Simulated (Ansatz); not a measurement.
Basis-set series for CH9BGeSi, SMILES `[BH2][GeH]([CH3])[SiH3]`. Total charge 0; spin multiplicity 1. Geometry: relaxed with PBE0-D4/def2-TZVP.

| functional | basis | functions | energy (Eh) | HOMO (eV) | LUMO (eV) |
| --- | --- | --- | --- | --- | --- |
| PBE0-D4 | def2-SVP | 123 | -2433.95654 | -7.59 | -2.27 |
| PBE0-D4 | def2-TZVPP | 278 | -2434.39361 | -7.58 | -2.32 |
| ωB97M-V | def2-SVP | 123 | -2434.21760 | -9.57 | -0.29 |
| ωB97M-V | def2-TZVPP | 278 | -2434.66218 | -9.59 | -0.45 |

(1) Give the rows for def2-QZVPP. (Best estimate.)

## Answers

(1) Ansatz gave: 
```json
{"functional": "PBE0-D4", "basis": "def2-QZVPP", "functions": "543", "energy (Eh)": "-2434.45204", "HOMO (eV)": "-7.58", "LUMO (eV)": "-2.33"}
{"functional": "ωB97M-V", "basis": "def2-QZVPP", "functions": "543", "energy (Eh)": "-2434.71879", "HOMO (eV)": "-9.59", "LUMO (eV)": "-0.49"}
```

Scalar relativity is left out up to krypton.
